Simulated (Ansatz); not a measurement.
SnIH3 (SnH₃I) was relaxed with PBE-D4 (def2-TZVP) in Ansatz in these states: charge +1 doublet, neutral singlet. The geometries follow in no particular order.

In the def2 sets I, Sn take a core potential; there is no spin–orbit coupling.

A:

```xyz
5

Sn   -0.002   -0.136   -0.197
I     0.025    1.406    2.029
H    -1.586   -0.778   -0.345
H     1.165   -1.371    0.032
H     0.398    0.880   -1.519
```

B:

```xyz
5

Sn    0.377   -0.161   -0.121
I    -1.995    1.158    0.760
H    -0.526   -1.566   -0.532
H     1.282   -0.251    1.315
H     0.861    0.820   -1.422
```

Judge from the bond lengths which geometry belongs to which state (an estimate).

A is the neutral singlet (Sn1–I2 2.708 Å, Sn1–H4 1.715 Å, Sn1–H5 1.715 Å); B is the charge +1 doublet (Sn1–I2 2.854 Å, Sn1–H4 1.700 Å, Sn1–H5 1.700 Å).
